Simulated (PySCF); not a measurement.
# What a mistake does to a calculation on BClGeH5Si cation

All numbers below are calculated, not measured. The program is PySCF 2.14.0, an open-source quantum chemistry code, run on an isolated molecule that a program drew, which may never have been made. The molecule is BClGeH5Si cation (charge +1, singlet), drawn as the SMILES string `[SiH3][GeH2][B+]Cl`.

Each row is a Hartree-Fock (HF) and frozen-core CCSD(T) single point in the cc-pV(D+d)Z basis, meant for a local HF minimum. Run 1 is clean. Each other run has one planted mistake out of seven kinds, and not every kind appears here: one electron removed, one electron added, multiplicity raised by two, geometry at a saddle point, minimal basis STO-3G, one bond length entered in bohr, all coordinates scaled. The reference is restricted for singlets and unrestricted otherwise, and also for a bond in bohr. Adding or removing an electron swaps singlet and doublet. Electrons count all cores. HOMO and LUMO are orbital energies over both spins, the gradient is its largest component, and the lowest frequency (negative if imaginary) is given only where the gradient is small. Bond lengths are over the 8 bonds as drawn. T1 is the CCSD diagnostic: over 0.02 (restricted) or 0.045 (unrestricted) a single reference is doubtful. Germanium has the cc-pVDZ-PP basis, with a core potential (ECP10MDF) in place of its 10 inner electrons, and its 3s, 3p and 3d shells are frozen in CCSD(T).

Geometry of the clean run:
```xyz
9
BClGeH5Si cation, angstrom
Si   -0.7511   -1.6118   -1.5428
Ge   -1.1365    0.1177    0.1243
B    -0.9224   -0.7437    2.0681
Cl   -0.7591   -1.4002    3.5497
H     0.6201   -2.1008   -1.3236
H    -1.7615   -2.6547   -1.3000
H    -0.9223   -0.9310   -2.8351
H    -0.0993    1.2287    0.2419
H    -2.5536    0.6627    0.2618
```

| run | electrons | basis functions | <S^2> | HOMO (eV) | LUMO (eV) | gradient (hartree/bohr) | lowest frequency (cm^-1) | mean bond (Å) | longest bond (Å) | T1 | HF (hartree) | CCSD(T) (hartree) | mistake |
|---|---|---|---|---|---|---|---|---|---|---|---|---|---|
| 1 | 72 | 108 | 0.000 | -15.53 | -4.17 | 2.5e-05 | 62 | 1.7078 | 2.433 | 0.0171 | -1069.15730 | -1069.62955 | no fault |
| 2 | 72 | 108 | 2.054 | -12.22 | -8.25 | 6.1e-02 | - | 1.7078 | 2.433 | 0.0240 | -1069.00847 | -1069.46589 | multiplicity raised by two |
| 3 | 73 | 108 | 0.773 | -6.59 | 2.14 | 7.2e-02 | - | 1.7078 | 2.433 | 0.0159 | -1069.35399 | -1069.83103 | one electron added |
| 4 | 72 | 108 | 0.000 | -15.36 | -4.24 | 3.1e-02 | - | 1.7642 | 2.513 | 0.0179 | -1069.14947 | -1069.62372 | ? |
| 5 | 71 | 108 | 0.758 | -22.72 | -13.36 | 6.7e-02 | - | 1.7078 | 2.433 | 0.0200 | -1068.62739 | -1069.08065 | ? |

**Which mistake was planted in run 4, and what did it cost?**

The mean and the longest bond both change by the same factor, 1.033, and the gradient is no longer small. So the mistake is: all coordinates scaled. Subtracting run 1 and multiplying by 627.51 kcal/mol a hartree, the energy moved by 4.9 kcal/mol in HF and 3.7 kcal/mol in CCSD(T).

**Which mistake was planted in run 5, and what did it cost?**

It counts 71 electrons, one fewer than the clean run, at the same geometry and basis. So the mistake is: one electron removed. Subtracting run 1 and multiplying by 627.51 kcal/mol a hartree, the energy moved by 332.5 kcal/mol in HF and 344.4 kcal/mol in CCSD(T).

